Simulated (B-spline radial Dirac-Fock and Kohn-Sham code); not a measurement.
## Auger parameter of terbium: the K level and its strongest K-LL line

Level of theory: Dirac-Fock energy differences between relaxed states, corrected for Breit and QED terms; a radial atomic solver. The modified Auger parameter α′ is the binding energy plus the kinetic energy of the Auger electron; it does not depend on the energy zero. For free ions it tends to fall with charge, since less charge screens the final holes.

| species | configuration | binding 1s (eV) | Auger line | kinetic (eV) | α′ (eV) |
| --- | --- | --- | --- | --- | --- |
| Tb | [Xe] 4f9 6s2 | 51996.5 | L2L3 J=2 | 36017.3 | 88013.9 |
| Tb | [Xe] 4f8 5d1 6s2 | 52004.2 | L2L3 J=2 | 36007.1 | 88011.3 |
| Tb | [Xe] 4f9 6s1 6p1 | 51997.7 | L2L3 J=2 | 36016.2 | 88013.9 |
| Tb⁺ | [Xe] 4f9 6s1 | 52003.5 | L2L3 J=2 | 36009.0 | 88012.5 |
| Tb⁺ | [Xe] 4f8 6s2 | 52014.2 | L2L3 J=2 | 35994.7 | 88009.0 |
| Tb⁺ (Watson 1.8 Å) | [Xe] 4f9 6s1 | 51996.3 | L2L3 J=2 | 36016.6 | 88012.9 |
| Tb²⁺ | [Xe] 4f9 | 52011.6 | L2L3 J=2 | 35999.8 | 88011.4 |
| Tb²⁺ (Watson 1.6 Å) | [Xe] 4f9 | 51993.8 | L2L3 J=2 | 36017.7 | 88011.5 |
| Tb²⁺ (Watson 2.7 Å) | [Xe] 4f9 | 52000.9 | L2L3 J=2 | 36010.5 | 88011.4 |
| Tb³⁺ | [Xe] 4f8 | 52031.8 | L2L3 J=2 | 35975.1 | 88006.9 |
| Tb³⁺ | [Xe] 4f6 5d2 | 52050.1 | L2L3 J=2 | 35951.4 | 88001.4 |
| Tb³⁺ | [Xe] 4f7 6p1 | 52045.5 | L2L3 J=2 | 35957.9 | 88003.4 |
| Tb³⁺ | [Xe] 4f7 6s1 | 52044.3 | L2L3 J=2 | 35959.0 | 88003.3 |
| Tb³⁺ (Watson 2.4 Å) | [Xe] 4f8 | 52013.8 | L2L3 J=2 | 35993.1 | 88006.9 |
| Tb⁴⁺ | [Xe] 4f7 | 52054.6 | L2L3 J=2 | 35947.9 | 88002.5 |
| Tb⁴⁺ (Watson 1.6 Å) | [Xe] 4f7 | 52018.7 | L2L3 J=2 | 35983.9 | 88002.6 |
| Tb⁴⁺ (Watson 3 Å) | [Xe] 4f7 | 52035.4 | L2L3 J=2 | 35967.1 | 88002.5 |
| Tb⁵⁺ | [Kr] 4d10 4f7 5s2 5p5 | 52073.1 | L2L3 J=2 | 35928.9 | 88002.0 |
| Tb⁶⁺ | [Kr] 4d10 4f8 5s2 5p3 | 52086.3 | L2L3 J=2 | 35919.3 | 88005.6 |
| Tb⁷⁺ | [Kr] 4d10 4f7 5s2 5p3 | 52112.8 | L2L3 J=2 | 35888.8 | 88001.7 |
| Tb⁸⁺ | [Kr] 4d10 4f7 5s2 5p2 | 52134.0 | L2L3 J=2 | 35867.5 | 88001.5 |

Values without a named source are computed, but for edge energies of neutral atoms, which are taken from tables.
